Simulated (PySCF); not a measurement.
GaFClBr, SMILES [Cl][Ga]([Br])[F]. Atoms are numbered in the order given.

```xyz
4

Ga    -0.3215    -0.4887     0.0000
F     -2.0119    -0.8902     0.0000
Cl     1.0630    -2.0899     0.0000
Br     0.2858     1.6769     0.0000
```

Coordinates come from a PBE0-D3(BJ)/def2-SVP optimisation. The structure was generated by enumeration; whether it is a known compound was not checked.

Method: PySCF with B3LYP/pcSseg-1.

GIAO shieldings, no solvent; atoms alike by connectivity are averaged. δ = σ(ref) − σ: ¹⁹F against CFCl3 (σ = 161.7 ppm); ³⁵Cl against HCl (σ = 933.3 ppm), references at their B3LYP-D3(BJ)/def2-TZVP geometries, non-relativistic (without spin–orbit terms, shifts of atoms bonded to Cl or Br come out too high).

Computed chemical shifts:
```csv
nucleus,atoms,count,δ (ppm)
¹⁹F,F2,1,-106.7
³⁵Cl,Cl3,1,84.3
```
